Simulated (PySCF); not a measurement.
CH5BrFNSi, SMILES N[Si](C)(Br)F.

Coordinates come from a PBE-D3(BJ)/def2-SVP optimisation. This is a generated structure with no PubChem entry under its InChIKey; it may be hypothetical. One conformer was computed; it need not be the lowest.

Method: PySCF 2.14.0 with TDA-B3LYP/def2-SVPD.

Vertical excitations. Isolated molecule, no solvent.

```json
[
 {"state": "S1", "energy (eV)": "6.66", "λ (nm)": "186", "f": "0.009", "main pairs": "HOMO→LUMO 96 %"},
 {"state": "S2", "energy (eV)": "7.10", "λ (nm)": "175", "f": "0.070", "main pairs": "HOMO−1→LUMO 68 %, HOMO→LUMO+1 20 %"},
 {"state": "S3", "energy (eV)": "7.10", "λ (nm)": "175", "f": "0.036", "main pairs": "HOMO→LUMO+1 64 %, HOMO−1→LUMO 20 %, HOMO−2→LUMO 11 %"},
 {"state": "S4", "energy (eV)": "7.34", "λ (nm)": "169", "f": "0.037", "main pairs": "HOMO−2→LUMO 78 %, HOMO→LUMO+1 12 %"},
 {"state": "S5", "energy (eV)": "7.61", "λ (nm)": "163", "f": "0.009", "main pairs": "HOMO−1→LUMO+1 86 %"},
 {"state": "S6", "energy (eV)": "7.76", "λ (nm)": "160", "f": "0.006", "main pairs": "HOMO−2→LUMO+1 86 %"},
 {"state": "S7", "energy (eV)": "7.89", "λ (nm)": "157", "f": "0.004", "main pairs": "HOMO→LUMO+2 92 %"},
 {"state": "S8", "energy (eV)": "8.16", "λ (nm)": "152", "f": "0.006", "main pairs": "HOMO→LUMO+3 75 %, HOMO→LUMO+4 11 %"},
 {"state": "S9", "energy (eV)": "8.31", "λ (nm)": "149", "f": "0.007", "main pairs": "HOMO−1→LUMO+2 80 %"},
 {"state": "S10", "energy (eV)": "8.41", "λ (nm)": "147", "f": "0.077", "main pairs": "HOMO−3→LUMO 69 %, HOMO→LUMO+4 18 %"},
 {"state": "T1", "energy (eV)": "6.33", "λ (nm)": "196", "f": "0", "main pairs": "HOMO→LUMO 87 %"},
 {"state": "T2", "energy (eV)": "6.71", "λ (nm)": "185", "f": "0", "main pairs": "HOMO→LUMO+1 54 %, HOMO−2→LUMO 35 %"},
 {"state": "T3", "energy (eV)": "6.72", "λ (nm)": "185", "f": "0", "main pairs": "HOMO−1→LUMO 65 %, HOMO−1→LUMO+1 32 %"},
 {"state": "T4", "energy (eV)": "7.19", "λ (nm)": "172", "f": "0", "main pairs": "HOMO→LUMO+1 40 %, HOMO−2→LUMO 40 %, HOMO−2→LUMO+1 13 %"}
]
```
Triplets are in the Tamm–Dancoff approximation.
